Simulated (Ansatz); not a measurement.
Consider the formal exchange of groups at a Ge–C bond: `C[CH](Cl)[GeH3]` + `CC1=CO1` → `[GeH3][C]1=CO1` + `CC(C)Cl`.

Program: Ansatz. Geometries: PBE0-D4/def2-TZVP. ΔE: electronic, gas phase. CBS: MP2 limit from def2 TZ/QZ plus the TZ coupled-cluster correction, frozen cores. For Ge outer-core shells are correlated without core-valence functions, which leaves a few kJ/mol of doubt a bond. Scalar relativity is left out up to krypton.

```csv
species,CCSD(T)/def2-TZVPP energy (Eh)
`C[CH](Cl)[GeH3]`,-2615.60172
`CC1=CO1`,-191.49441
`[GeH3][C]1=CO1`,-2229.05560
`CC(C)Cl`,-578.04894
```

(1) Work out ΔE.

Largest T1 diagnostic among the species: 0.029, so the coupled-cluster value is less sure than usual.

Answers

(1) ΔE = (-2229.05560) + (-578.04894) − (-2615.60172) − (-191.49441) = -0.00841 Eh = -22.1 kJ/mol. CCSD(T)/CBS gives -20.9 kJ/mol.

From PBE to PBE0 (25 % exact exchange), in def2-TZVPP and without D4, ΔE moves by −4.4 kJ/mol. In def2-TZVPP, CCSD(T) changes the Hartree–Fock value by −12.6 kJ/mol (the triples alone add +1.2 kJ/mol) and MP2 by −28.3 kJ/mol.
